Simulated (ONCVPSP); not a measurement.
## zirconium: excitation energies, all-electron against ONCV

| Item | Value |
| --- | --- |
| Element | Zr |
| Generator | ONCVPSP 4.0.1 |
| Type | optimised norm-conserving Vanderbilt (ONCV) |
| Functional | PBE |
| Relativity | scalar-relativistic |
| Frozen core | [Ar] 3d10 |
| Valence charge | 12 |
| Reference configuration | 4s2 4p6 4d1 (charge +3) |
| Partial waves | 4s: rc 1.70 bohr, ncon 3, nbas 6, qcut 7.4 1/bohr, 2 projectors, debl 3.5 Ha; 4p: rc 2.10 bohr, ncon 5, nbas 9, qcut 5.6 1/bohr, 2 projectors, debl 3.7 Ha; 4d: rc 2.75 bohr, ncon 4, nbas 9, qcut 6.9 1/bohr, 3 projectors, debl 2.2 Ha |
| Local potential | polynomial inside 1.55 bohr (lpopt 5, dvloc0 1 Ha) |
| Core correction | none |

In the p channel the program set the typed energies aside and used -2.175, 0.050 Ha.

Energies are relative to the spin-unpolarised reference configuration 4s2 4p6 4d1; without spin polarisation the order of configurations can differ from experiment.

Question: Give the all-electron excitation energy and the error of the potential for: 4s2 4p6 4d2 5s2; 4s2 4p6 4d2 5s1; 4s2 4p6 4d2; 4s2 4p5 4d2 5s2.

Answer:

| valence configuration | charge | ΔE all-electron (eV) | error AE − PS (meV) |
| --- | --- | --- | --- |
| 4s2 4p6 4d2 5s2 | 0 | -42.704 | +8.9 |
| 4s2 4p6 4d2 5s1 | +1 | -35.567 | +13 |
| 4s2 4p6 4d2 | +2 | -22.626 | +15 |
| 4s2 4p5 4d2 5s2 | +1 | -4.710 | -69 |

Levels in the configuration 4s2 4p5 4d2 5s2:

```csv
level,all-electron (eV),pseudo (eV)
4s,-66.430,-66.562
4p,-43.940,-44.059
4d,-13.242,-13.242
5s,-11.385,-11.388
```
